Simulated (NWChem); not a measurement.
System: C2H4N2Si; SMILES N#C/N=C\[SiH3]

Results from NWChem. Medium grid unless said otherwise, to which SCAN and Minnesota functionals are sensitive. Structure relaxed at the PBE0/def2-SVP level.

For level PBE/def2-TZVP:

```yaml
highest occupied level (eV): -6.78
orbital gap (eV): 3.01
dipole (D): 4.24
```

Question: How do the values read with level r2SCAN/def2-TZVP instead?

Answer: 
- highest occupied level (eV) = -7.06
- orbital gap (eV) = 3.39
- dipole (D) = 4.42
